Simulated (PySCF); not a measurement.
A structure optimised at r2SCAN-D4/def2-SVP, used in a PySCF frequency run:

```
Se
C 1 1.9617
H 2 1.0976 1 110.08
H 2 1.0979 3 110.65 1 122.63
H 2 1.1008 3 109.72 4 120.88
Se 1 2.3242 2 100.62 3 58.71
C 6 1.9617 1 100.62 2 86.65
H 7 1.0976 6 110.08 1 58.71
H 7 1.0979 8 110.65 6 122.63
H 7 1.1008 8 109.72 9 120.88
```

### Question
Write its SMILES, formula and point group.

### Answer
C[Se][Se]C, C2H6Se2, C2

### Question
What are its rotational constants (standard atomic weights)?

### Answer
5.1751, 1.4588, 1.4062 GHz
